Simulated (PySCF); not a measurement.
**Ga (gallium, neutral): UHF calculation**

Configuration: [Ar] 3d10 4s2 4p1, 2P determinant. All numbers are calculated (PySCF 2.14, a scalar-relativistic core potential, in cc-pVTZ-PP with ECP10MDF).

```json
{
  "Total energy": "-258.302026 hartree",
  "One-electron energy": "-463.2356 hartree",
  "Hartree (Coulomb) energy": "226.6820 hartree",
  "Exchange energy": "-21.7484 hartree",
  "⟨S²⟩": "0.7623",
  "⟨L²⟩": "2.037",
  "Sum of ⟨r⟩": "21.63 bohr",
  "Sum of ⟨r²⟩": "39.86 bohr²",
  "Traceless quadrupole moment −½Σ⟨3z² − r²⟩ along its main axis": "-5.61 e·bohr²",
  "Time after the integrals": "0.09 s of wall time on 1 thread of Intel(R) Xeon(R) 6975P-C (shared host)"
}
```

```tsv
shell	electrons	mean orbital energy (hartree)	spread (hartree)	rms radius, mean of both spins (bohr)
3s α	1	-6.59263	0	0.701
3s β	1	-6.59168	0	0.701
3p α	3	-4.57400	0.00164	0.739
3p β	3	-4.57245	0.01073	0.739
3d α	5	-1.16660	0.00754	0.893
3d β	5	-1.16577	0.01110	0.893
4s α	1	-0.46516	0	2.65
4s β	1	-0.40392	0	2.65
4p α	1	-0.21385	0	3.69
```

Energies and moments cover only the electrons outside the core potential.
